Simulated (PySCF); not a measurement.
Radial density of B (boron, neutral)

UHF, [He] 2s1 2p2, high-spin 4P determinant (an excited configuration). All numbers are calculated (PySCF 2.14, the non-relativistic Hamiltonian (point nucleus), in aug-cc-pwCVQZ (9s8p6d4f2g, 109 functions)).

```json
{"r (bohr)": "0.00493", "4πr²ρ (e/bohr)": "0.02054", "4πr²(ρα − ρβ)": "0.0005"}
{"r (bohr)": "0.00829", "4πr²ρ (e/bohr)": "0.05612", "4πr²(ρα − ρβ)": "0.0013"}
{"r (bohr)": "0.0140", "4πr²ρ (e/bohr)": "0.1502", "4πr²(ρα − ρβ)": "0.0034"}
{"r (bohr)": "0.0235", "4πr²ρ (e/bohr)": "0.3863", "4πr²(ρα − ρβ)": "0.0087"}
{"r (bohr)": "0.0395", "4πr²ρ (e/bohr)": "0.9329", "4πr²(ρα − ρβ)": "0.0209"}
{"r (bohr)": "0.0664", "4πr²ρ (e/bohr)": "2.023", "4πr²(ρα − ρβ)": "0.0449"}
{"r (bohr)": "0.112", "4πr²ρ (e/bohr)": "3.675", "4πr²(ρα − ρβ)": "0.0792"}
{"r (bohr)": "0.188", "4πr²ρ (e/bohr)": "4.994", "4πr²(ρα − ρβ)": "0.1011"}
{"r (bohr)": "0.316", "4πr²ρ (e/bohr)": "4.246", "4πr²(ρα − ρβ)": "0.0921"}
{"r (bohr)": "0.531", "4πr²ρ (e/bohr)": "1.858", "4πr²(ρα − ρβ)": "0.2242"}
{"r (bohr)": "0.894", "4πr²ρ (e/bohr)": "1.024", "4πr²(ρα − ρβ)": "0.8433"}
{"r (bohr)": "1.50", "4πr²ρ (e/bohr)": "1.434", "4πr²(ρα − ρβ)": "1.4316"}
{"r (bohr)": "2.53", "4πr²ρ (e/bohr)": "0.8418", "4πr²(ρα − ρβ)": "0.8418"}
{"r (bohr)": "4.25", "4πr²ρ (e/bohr)": "0.1237", "4πr²(ρα − ρβ)": "0.1237"}
{"r (bohr)": "7.15", "4πr²ρ (e/bohr)": "0.002863", "4πr²(ρα − ρβ)": "0.0029"}
```
